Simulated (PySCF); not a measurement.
Stepwise substitution at one centre (B Br-H). Gas-phase values, no solvent. Strings in code marks are SMILES.

The LUMO from two functionals at the same geometries (PBE0-D4/def2-TZVP), both in PySCF: PBE-D3(BJ)/def2-TZVP and B3LYP-D3(BJ)/def2-TZVP. B3LYP has the VWN-RPA correlation part, as in Gaussian. 

```tsv
species	PBE-D3(BJ)/def2-TZVP (eV)	B3LYP-D3(BJ)/def2-TZVP (eV)
0 of 3 Br replaced by H	-2.92	-2.23
1 of 3 Br replaced by H (`BrBBr`)	-2.93	-2.20
2 of 3 Br replaced by H (`BBr`)	-2.98	-2.21
3 of 3 Br replaced by H (`B`)	-3.05	-2.22
```

Over these rows, drawn at random from the members with no instability flagged (it was tested for open shells, ions and some series alone), PBE minus B3LYP-D3(BJ): mean -0.75 eV, from -0.83 eV to -0.69 eV.
